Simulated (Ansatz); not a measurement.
Consider the formal exchange of groups at a Te–C bond: `CC(=O)[Te][SiH3]` + `ClCCl` → `[SiH3][Te]CCl` + `CC(=O)Cl`.

Isolated molecules relaxed with PBE0-D4/def2-TZVP in Ansatz; ΔE leaves out vibrations. CCSD(T)/CBS adds triple-zeta CCSD(T) − MP2 to the extrapolated MP2 energy (def2 sets, frozen cores). This one scheme is used for every species. DFT in def2-TZVPP. B3LYP here is the variant with VWN-RPA as its local correlation; programs differ in this. Elements past krypton have def2 core potentials. For Te outer-core shells are correlated without core-valence functions, which leaves a few kJ/mol of doubt a bond. Each species was taken in one conformer, which may not be the lowest.

`CC(=O)[Te][SiH3]`:

Z-matrix (Å, degrees):
```
C
C 1 1.497
H 1 1.093 2 109.7
H 1 1.093 2 109.7 3 -118.1
H 1 1.091 2 109.5 3 120.9
O 2 1.189 1 125.1 3 -120.9
Te 2 2.189 1 117.0 3 59.1
Si 7 2.492 2 99.3 1 -0.0
H 8 1.484 7 106.0 2 180.0
H 8 1.486 7 111.5 2 -60.8
H 8 1.486 7 111.5 2 60.7
```

`ClCCl`:

Cartesian coordinates in Å:
```
Cl -0.883 -0.980 1.051
C 0.053 0.126 0.048
Cl 0.275 -0.463 -1.598
H -0.478 1.072 0.000
H 1.033 0.245 0.499
```

`[SiH3][Te]CCl`:

Cartesian coordinates in Å:
```
Si -0.963 -0.557 -1.343
Te 1.216 0.541 -0.844
C 0.884 0.517 1.291
Cl 2.263 1.227 2.134
H -1.026 -0.681 -2.820
H -1.042 -1.902 -0.716
H -2.102 0.262 -0.852
H 0.770 -0.510 1.626
H 0.001 1.104 1.525
```

`CC(=O)Cl`:

Z-matrix (Å, degrees):
```
C
C 1 1.491
H 1 1.089 2 109.4
H 1 1.091 2 109.4 3 -121.4
H 1 1.091 2 109.4 3 121.3
O 2 1.179 1 127.8 3 -0.2
Cl 2 1.794 1 111.8 3 179.8
```

```tsv
level	ΔE (kcal/mol)
r2SCAN-D4	-4.4
B3LYP-D4	-4.4
```

Q: What does CCSD(T)/CBS give? (Best estimate.)

A: The calculation gave: -5.1 kcal/mol. The listed levels differ from it by 0.7, 0.7 kcal/mol.

Largest T1 diagnostic among the species: 0.015.

In def2-TZVPP, CCSD(T) changes the Hartree–Fock value by +1.5 kcal/mol (the triples alone add +0.4 kcal/mol) and MP2 by +1.0 kcal/mol. From PBE to PBE0 (25 % exact exchange), in def2-TZVPP and without D4, ΔE moves by −0.9 kcal/mol.
